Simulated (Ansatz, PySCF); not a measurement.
Dimer: CH3F (SMILES CF) (first 5 atoms) with CHN (SMILES C#N); geometry from B3LYP-D3(BJ)/def2-TZVP.
(charge 0, multiplicity 1):
```xyz
8

C     -0.0832     0.4859    -0.5054
F     -0.1548    -0.6706     0.2818
H      0.8397     0.4488    -1.0823
H     -0.9494     0.5029    -1.1653
H     -0.0876     1.3538     0.1537
C     -0.2656    -0.1929     3.3268
N     -0.2974     0.2014     4.4031
H     -0.2352    -0.5474     2.3157
```

Basis-set superposition error: the interaction energy with monomers in their own basis, and in the dimer's basis (counterpoise).

Codes used: Ansatz (Gaussian orbitals); PySCF for 6-31G* rows, M06-2X. Each number belongs to the level named beside it.

```tsv
level	uncorrected (meV)	counterpoise (meV)	difference
HF/6-31G*	-201.1	-140.4	60.7
SVWN5/def2-TZVPPD	-224.5	-221.4	3.1
BLYP/def2-TZVPPD	-105.4	-102.8	2.6
r2SCAN/def2-TZVPPD	-144.0	-142.2	1.9
B97M-V/def2-TZVPPD	-155.9	-154.3	1.5
M06-2X/def2-TZVPPD	-152.7	-150.5	2.2
B2PLYP/def2-TZVPPD	-146.9	-140.7	6.3
MP2/6-31G*	-242.8	-136.6	106.1
MP2/aug-cc-pVDZ	-174.6	-139.1	35.5
SCS-MP2/aug-cc-pVQZ	-150.5	-138.9	11.6
```

The error is largest for MP2/6-31G* (106.1 meV) and smallest for B97M-V/def2-TZVPPD (1.5 meV).

Ansatz is a first-principles code.
